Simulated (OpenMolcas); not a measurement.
Multiconfigurational calculation on Te2+

Input:

```
&GATEWAY
Coord
1

Te 0.0 0.0 0.0
Basis=ANO-RCC-VQZP
Group=XYZ
NoMove
AngMom=0.0 0.0 0.0
AMFI
&SEWARD
* reference wave functions (RASSCF and RASSI steps not shown): 2 electrons in 3 orbitals (5p)
>>> COPY JOB001 $Project.JobIph
&CASPT2
Multistate=3 1 2 3
Frozen=9 9
IPEA=0.5
Imaginary=0.1
MaxIter=60
WThr=0.0 0.3 0.05
PrWF=0.5
NoMix
>>> COPY JOB002 $Project.JobIph
&CASPT2
Multistate=6 1 2 3 4 5 6
Frozen=9 9
IPEA=0.5
Imaginary=0.1
MaxIter=60
WThr=0.0 0.3 0.05
PrWF=0.5
NoMix
```

Output, cut to the results:

```
--- CASPT2 ---
Orbital specifications:
      -----------------------

      Symmetry species                           1   2
                                                ag  au
      Frozen orbitals                            9   9
      Inactive orbitals                          6   0
      Active orbitals                            0   3
      Secondary orbitals                        36  30
      Deleted orbitals                           0   0
      Number of basis functions                 51  42
Type of calculation                        MS-CASPT2
      Fock operator                              state-specific
      IPEA shift                                 0.50
      Real shift                                 0.00
      Imaginary shift                            0.10
      The input orbitals will be transformed to quasi-canonical
Reference energy:       -6788.2788295164
      E2 (Non-variational):      -0.5256006030
      Shift correction:          -0.0001971447
      E2 (Variational):          -0.5257977477
      Total energy:           -6788.8046272640
      Residual norm:              0.0000003863
      Reference weight:           0.92413
      Contributions to the CASPT2 correlation energy
      Active & Virtual Only:         -0.0044264917
      One Inactive Excited:          -0.0808354638
      Two Inactive Excited:          -0.4403386476
Reference energy:       -6788.2788295164
      E2 (Non-variational):      -0.5256006030
      Shift correction:          -0.0001971447
      E2 (Variational):          -0.5257977477
      Total energy:           -6788.8046272640
      Residual norm:              0.0000003863
      Reference weight:           0.92413
      Contributions to the CASPT2 correlation energy
      Active & Virtual Only:         -0.0044264917
      One Inactive Excited:          -0.0808354638
      Two Inactive Excited:          -0.4403386476
::    CASPT2 Root  1     Total energy:  -6788.80462726
::    CASPT2 Root  2     Total energy:  -6788.80462726
::    CASPT2 Root  3     Total energy:  -6788.80462726
::    MS-CASPT2 Root  1     Total energy:  -6788.80462726
::    MS-CASPT2 Root  2     Total energy:  -6788.80462726
::    MS-CASPT2 Root  3     Total energy:  -6788.80462726
--- CASPT2 ---
Orbital specifications:
      -----------------------

      Symmetry species                           1   2
                                                ag  au
      Frozen orbitals                            9   9
      Inactive orbitals                          6   0
      Active orbitals                            0   3
      Secondary orbitals                        36  30
      Deleted orbitals                           0   0
      Number of basis functions                 51  42
Type of calculation                        MS-CASPT2
      Fock operator                              state-specific
      IPEA shift                                 0.50
      Real shift                                 0.00
      Imaginary shift                            0.10
      The input orbitals will be transformed to quasi-canonical
Reference energy:       -6788.2293653649
      E2 (Non-variational):      -0.5386771993
      Shift correction:          -0.0002678675
      E2 (Variational):          -0.5389450668
      Total energy:           -6788.7683104317
      Residual norm:              0.0000001810
      Reference weight:           0.91625
      Contributions to the CASPT2 correlation energy
      Active & Virtual Only:         -0.0135703783
      One Inactive Excited:          -0.0845316587
      Two Inactive Excited:          -0.4405751622
Reference energy:       -6788.2293653648
      E2 (Non-variational):      -0.5393009659
      Shift correction:          -0.0002722464
      E2 (Variational):          -0.5395732123
      Total energy:           -6788.7689385771
      Residual norm:              0.0000002459
      Reference weight:           0.91576
      Contributions to the CASPT2 correlation energy
      Active & Virtual Only:         -0.0135640048
      One Inactive Excited:          -0.0844559020
      Two Inactive Excited:          -0.4412810591
::    CASPT2 Root  1     Total energy:  -6788.76831043
::    CASPT2 Root  2     Total energy:  -6788.76893858
::    CASPT2 Root  3     Total energy:  -6788.76893931
::    CASPT2 Root  4     Total energy:  -6788.76894324
::    CASPT2 Root  5     Total energy:  -6788.76894315
::    CASPT2 Root  6     Total energy:  -6788.70852837
::    MS-CASPT2 Root  1     Total energy:  -6788.76898405
::    MS-CASPT2 Root  2     Total energy:  -6788.76894336
::    MS-CASPT2 Root  3     Total energy:  -6788.76894086
::    MS-CASPT2 Root  4     Total energy:  -6788.76889812
::    MS-CASPT2 Root  5     Total energy:  -6788.76842933
::    MS-CASPT2 Root  6     Total energy:  -6788.70840736
```

Levels above the lowest, from the spin-orbit matrix with the single-state CASPT2 energies, averaged by term, on its diagonal:

```json
{"Configuration": "5s2 5p2", "Term": "3P", "J": "0", "E (cm-1)": "0.0", "Measured (cm-1)": "0.0", "g": "", "Term weight %": "94"}
{"Configuration": "5s2 5p2", "Term": "3P", "J": "1", "E (cm-1)": "4070", "Measured (cm-1)": "4757", "g": "1.501", "Term weight %": "100"}
{"Configuration": "5s2 5p2", "Term": "3P", "J": "2", "E (cm-1)": "7250", "Measured (cm-1)": "8167", "g": "1.408", "Term weight %": "81"}
{"Configuration": "5s2 5p2", "Term": "1D", "J": "2", "E (cm-1)": "15960", "Measured (cm-1)": "17360", "g": "1.093", "Term weight %": "81"}
{"Configuration": "5s2 5p2", "Term": "1S", "J": "0", "E (cm-1)": "29230", "Measured (cm-1)": "30398", "g": "", "Term weight %": "94"}
```

Against the 4 measured excited levels shown (the list in Zhang, Palmeri, Quinet and Biemont, Astron. Astrophys. 551, A136 (2013)) the mean absolute deviation is 1000 cm-1; the largest miss in energy is 5s2 5p2 1D2: computed 15960, measured 17360 cm-1 (-8.1 %), and the largest in proportion 5s2 5p2 3P1 (-14.4 %).

CASPT2 breaks the degeneracy within a term, and the mean is taken; among the terms shown or strongly mixed into the levels shown the widest spread is 140 cm-1 (5s2 5p2 1D). With the s shell closed, the reference lacks s² → p² mixing. Measured partners are found by configuration, term and J. A level has none where our copy of the source lacks it or the pairing is in doubt (some pairs that miss far off the trend of their configuration count as doubtful), and it then counts in no deviation. Levels of configurations outside the active space are missing.

The term weight is that of the spin-free term in the level, not the purity of its configuration.
